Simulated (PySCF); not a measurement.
B(H)2(Me)(OH2), CH7BO, singlet (PBE0/def2-SVP optimised geometry):

```
10

B      0.282     0.497     0.000
H     -0.210     1.615     0.000
H      1.511     0.497     0.000
C     -0.415    -0.590     0.935
H     -0.021    -1.615     0.808
H     -1.511    -0.630     0.820
H     -0.216    -0.320     1.986
O     -0.075    -0.002    -1.595
H      0.328    -0.871    -1.730
H      0.383     0.604    -2.193
```

Method: PBE0/def2-TZVP (PySCF).

Task: What are the frontier orbital energies and the dipole moment?

Result: HOMO-2 -9.83 eV, HOMO-1 -8.19 eV, HOMO -7.70 eV, LUMO -0.22 eV, LUMO+1 1.35 eV; dipole moment 4.11 D.

On the same geometry PBE/def2-TZVP (PySCF) gives HOMO-2 -8.34 eV, HOMO-1 -6.79 eV, HOMO -6.32 eV, LUMO -1.16 eV, LUMO+1 0.50 eV; dipole moment 4.09 D.

Meta-Löwdin charges at PBE0/def2-TZVP: B1 -0.13, H2 -0.03, H3 -0.04, C4 -0.45, H5 0.09, H6 0.11, H7 0.13, O8 -0.43, H9 0.38, H10 0.38.
